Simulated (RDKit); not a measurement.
RDKit input (MMFF94):

```python
from rdkit import Chem
from rdkit.Chem import AllChem, rdDetermineBonds

mol = Chem.MolFromXYZFile('mol.xyz')
rdDetermineBonds.DetermineBonds(mol, charge=0)
print('SMILES', Chem.MolToSmiles(Chem.RemoveHs(mol)))
ff = AllChem.MMFFGetMoleculeForceField(mol, AllChem.MMFFGetMoleculeProperties(mol))
e0 = ff.CalcEnergy()
flag = ff.Minimize(maxIts=5000, forceTol=1e-5)
print(f'energy {e0:.4f} -> {ff.CalcEnergy():.4f} kcal/mol, converged: {flag == 0}')
print(Chem.MolToXYZBlock(mol))
```
mol.xyz:
```
8

Si    -1.83888400    -0.35200200     0.13559700
Si     0.47192500    -0.72337600     0.04848400
Cl     1.42908100     1.10583800    -0.19056200
H     -2.28730600     0.28706700    -1.12320000
H     -2.54461700    -1.64589200     0.30623900
H     -2.15718400     0.53302400     1.27992100
H      0.98082600    -1.33668700     1.29559400
H      0.85132200    -1.58147800    -1.09612700
```

Output:

```
SMILES [SiH3][SiH2]Cl
energy 28.7900 -> 28.3623 kcal/mol, converged: True
8

Si    -1.809829   -0.355127    0.134344
Si     0.460053   -0.696544    0.046381
Cl     1.473554    1.070664   -0.189373
H     -2.311926    0.276570   -1.117024
H     -2.528709   -1.648195    0.305625
H     -2.182209    0.521782    1.278647
H      0.967179   -1.318342    1.300291
H      0.837049   -1.564315   -1.102944
```

The geometry given is a B3LYP-D3(BJ)/def2-TZVP minimum.
